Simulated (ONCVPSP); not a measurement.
## What one change does to a pseudopotential (nickel (Ni), ONCV)

Ni (Z = 28), optimised norm-conserving Vanderbilt (ONCV), made with ONCVPSP 4.0.1 (LDA (Perdew-Wang 92), scalar-relativistic). Core [Ne], reference 3s2 3p6 3d8 4s2. Waves: 3s+4s: rc 1.40 bohr, ncon 4, nbas 8, qcut 9.5 1/bohr, 2 projectors; 3p: rc 1.25 bohr, ncon 4, nbas 8, qcut 13.2 1/bohr, 2 projectors, debl 2.7 Ha; 3d: rc 0.80 bohr, ncon 4, nbas 7, qcut 11.9 1/bohr, 3 projectors, debl 2.8 Ha. Local part: polynomial inside 0.50 bohr (lpopt 3, dvloc0 0 Ha). Core correction: Teter function, fcfact 3.25, rcfact 1.75.

Change: d: nproj 0; local potential the d channel.

Cutoffs: the cutoffs (Ha) at which the residual kinetic energy of the hardest occupied pseudo-wave falls to 1 and 0.1 mHa per electron; they do not see the model core or the augmentation charge, which bear on the density cutoff. Errors are all-electron minus pseudo energies relative to the spin-unpolarised reference configuration.

Question: What does the change do?

Answer: The potential gets neither clearly harder nor softer (260 Ha and 308 Ha → 260 Ha and 308 Ha); the bound ghost in d disappears; the lowest positive-energy flag moves from s at 222.5 eV to p at 11.4 eV; of the 4 tests that both files solve, the error grows in 2 and shrinks in 0 by more than 15 % and 0.3 meV (median size 0.7 → 4.4 meV); the range in which the p phases agree narrows (upper end at the end of the scan → -0.5). In the separable form a ghost depends on how the local part lies against the semilocal potential of the channel, so the choice of the local part can create or remove one.

| quantity | base | changed |
| --- | --- | --- |
| cutoff, loose | 260 Ha | 260 Ha |
| cutoff, tight | 308 Ha | 308 Ha |
| bound ghosts | d | none |
| GHOST(+) flags under 300 eV | s at 222.5 eV | p at 11.4 eV, s at 131.1 eV |
| error for 3s2 3p6 3d8 4s1, meV [ΔE 9.59 eV] | -0.5 | -0.5 |
| error for 3s2 3p6 3d8 4s0, meV [ΔE 27.25 eV] | -0.4 | -0.2 |
| error for 3s2 3p6 3d7 4s0, meV [ΔE 65.05 eV] | -5.9 | -16 |
| error for 3s2 3p6 3d8 4s0 4p2, meV [ΔE 9.68 eV] | -0.9 | -8.3 |
| s: phases at 1.42 bohr within 0.05 rad from the reference energy up to (Ha; the scan ends near 5) | to the end of the scan | 4.4 |
| p: phases at 1.27 bohr within 0.05 rad from the reference energy up to (Ha; the scan ends near 5) | to the end of the scan | -0.5 |
| d: phases at 0.81 bohr within 0.05 rad from the reference energy up to (Ha; the scan ends near 5) | n/a | to the end of the scan |
| rms error of d²Exc/dni dnj with the model core, mHa | 1.82 | 1.82 |

 A true bound ghost makes a file unfit for plane-wave use even where its test errors are small: the radial tests pick states by their node count and pass the ghost by.
